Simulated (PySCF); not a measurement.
C3H6BNO, SMILES COB(N)C#C. Coordinates come from a PBE0-D3(BJ)/def2-SVP optimisation. The structure was generated by enumeration, and PubChem lists no compound with its InChIKey, so it may never have been made. One conformer was computed; it need not be the lowest.

Question: Give the equilibrium geometry at PBE0-D3(BJ)/def2-SVP (PySCF confirms it by a frequency run) as a Z-matrix, and its point group. (An estimate is asked for; the answer gives what the named calculation found.)

Answer: One answer among several that fit: point group Cs.
```
B
O 1 1.3638
C 2 1.3988 1 124.41
H 3 1.1023 2 109.72 1 -120.77
H 3 1.1023 4 107.96 2 119.54
H 3 1.1024 4 108.56 5 117.51
N 1 1.4032 2 118.43 3 180.00
H 7 1.0086 1 122.89 2 180.00
H 7 1.0109 8 115.33 1 180.00
C 1 1.5516 2 122.11 3 0.00
C 10 1.2168 6 104.62 3 180.00
H 11 1.0752 6 127.56 3 180.00
```
